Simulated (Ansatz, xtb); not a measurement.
## Relative energy of two structures of AlHO3Si

We compare X, `O[Si]12[O][Al]1[O]2`, a singlet, with Y, a singlet given by its coordinates. Both are isolated molecules in the gas phase, relaxed with B3LYP-D3(BJ)/def2-SVP; the shapes shown needn't be the lowest conformers.

X (Å):

| atom | x (Å) | y (Å) | z (Å) |
| --- | --- | --- | --- |
| Al | -0.5131 | -1.7020 | -2.5966 |
| O | -2.8573 | -0.3954 | 0.5552 |
| O | -1.8799 | -2.3882 | -1.2948 |
| O | -0.9248 | -0.0693 | -1.5232 |
| Si | -1.9497 | -0.9290 | -0.6757 |
| H | -3.4497 | -1.0199 | 0.9987 |

Y (Å):

| atom | x (Å) | y (Å) | z (Å) |
| --- | --- | --- | --- |
| Al | -2.0964 | -0.3058 | 0.1881 |
| O | -1.4512 | -1.9320 | -0.0242 |
| O | -2.4572 | -0.3078 | -1.5370 |
| O | -1.6557 | -2.8283 | -2.8134 |
| Si | -1.8258 | -1.8548 | -1.6551 |
| H | -2.2700 | 0.6884 | 1.3710 |

Close contacts (Å): Al1–O2 1.76, Al1–O3 1.76, Al1–Si5 2.42, O2–Si5 1.68, O3–Si5 1.68, O4–Si5 1.52, Al1–H6 1.55.

Energies in hartree; the thermal terms are from B3LYP-D3(BJ)/def2-SVP harmonic frequencies (ideal gas, rigid rotor, one conformer each, 298.15 K, 1 atm) and include the zero-point energy:

|  | X | Y |
| --- | --- | --- |
| E, CCSD(T)/def2-SVP | −756.532649 | −756.543198 |
| E, MP2/def2-SVP | −756.498046 | −756.515164 |
| E, MP2/def2-TZVPP | −757.183341 | −757.202371 |
| zero-point energy | 0.022667 | 0.020153 |
| H(298 K) − E | 0.029540 | 0.026348 |
| G(298 K) − E | −0.007156 | −0.008119 |

Q: Correct the CCSD(T) difference for the basis set by the MP2 change, then work out ΔE, ΔE₀, ΔH and ΔG for X → Y in kJ/mol (1 Eh = 2625.50 kJ/mol) and the equilibrium ratio [Y]/[X].

A: 1. Differences Y − X: CCSD(T) −0.010549, MP2 in the small set −0.017118, MP2 in the large set −0.019030 Eh.
2. ΔE = −0.010549 + (−0.019030 − (−0.017118)) = −0.012461 Eh = −32.72 kJ/mol.
3. ΔE₀ = ΔE + ΔZPE = −0.012461 + (−0.002514) Eh = −39.32 kJ/mol.
4. ΔH = ΔE + (−0.003192) Eh = −41.10 kJ/mol.
5. ΔG = ΔE + (−0.000963) Eh = −35.24 kJ/mol, so ΔS = (ΔH − ΔG)/T = −19.6 J/(mol K).
6. kT = 0.9442 mEh, so K = [Y]/[X] = exp(−ΔG/kT) = exp(+14.22) ≈ 1.5 × 10^6.

Structure Y is favoured at this temperature. An error of 4 kJ/mol in ΔG would change K by a factor of 5. Mirror images and further conformers aren't counted.

Other levels gave ΔE = −27.8 (B3LYP-D3(BJ)/def2-SVP); −30.6 (HF/def2-SVP); −44.9 (MP2/def2-SVP); −27.7 (CCSD(T)/def2-SVP) kJ/mol. The correlated steps freeze 13 core orbitals. Programs: Ansatz 0.2.0.
